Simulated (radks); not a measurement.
Q: Spherical quantum dot in the effective-mass picture: electrons in a hard-walled sphere of radius 5.97, all in effective atomic units (hartree* = m*/eps^2 hartree, bohr* = eps/m* bohr), one dielectric constant everywhere. Calculated with a radial shooting solver with Libxc functionals: non-relativistic Kohn-Sham, LDA (Slater exchange, Perdew-Wang correlation), spin-polarised, spherical densities. Levels are named by radial order and angular momentum (1s, 1p, 1d, 2s, ...), and open shells are averaged over m. Results are scaled to m* = 0.449 and eps = 17.6, for which hartree* = 39.44 meV and bohr* = 2.074 nm. At N = 5 the configuration is 1s2 1p(up 3, down 0). Does electron 6 go into 1d down or 1p down or 1d up?

A: Into 1p down. The total energies of the other choices lie higher by 3.92 meV (1d up), 5.73 meV (1d down).
